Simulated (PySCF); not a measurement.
## Yb⁵⁸⁺: ionisation energy

Yb⁵⁸⁺ [Ne] 3s2 (1S) → Yb⁵⁹⁺ [Ne] 3s1 (2S), as a difference of total energies. Computed with PySCF 2.14 in an uncontracted even-tempered set (17 s from 16 bohr⁻², ratio 2.5; 12 p from 20 bohr⁻², ratio 2.5; 4 d from 74 bohr⁻², ratio 2.7; 4 f from 110 bohr⁻², ratio 2.7), with the spin-free X2C one-electron Hamiltonian (Gaussian nucleus). Correlated levels: outer shells: 1s2 frozen; virtual orbitals above 40 to 60 times the deepest correlated orbital energy dropped. The calculations carry no spin-orbit coupling.

```json
{"method": "UHF", "ionisation energy (eV)": "6114.3"}
{"method": "MP2 (outer shells)", "ionisation energy (eV)": "6117.7"}
{"method": "SCS-MP2 (outer shells)", "ionisation energy (eV)": "6118.1"}
{"method": "CCSD (outer shells)", "ionisation energy (eV)": "6118.1"}
{"method": "CCSD(T) (outer shells)", "ionisation energy (eV)": "6118.1"}
```

Problem. How much does correlation contribute at CCSD(T) (outer shells)?

Solution. 6118.1 − (6114.3) = 3.8 eV, measured against UHF.

Breit and QED terms and the two-electron picture change are absent.

For comparison: 6111 ± 6 eV (theoretical estimate listed by NIST; NIST Atomic Spectra Database, ionization energies).
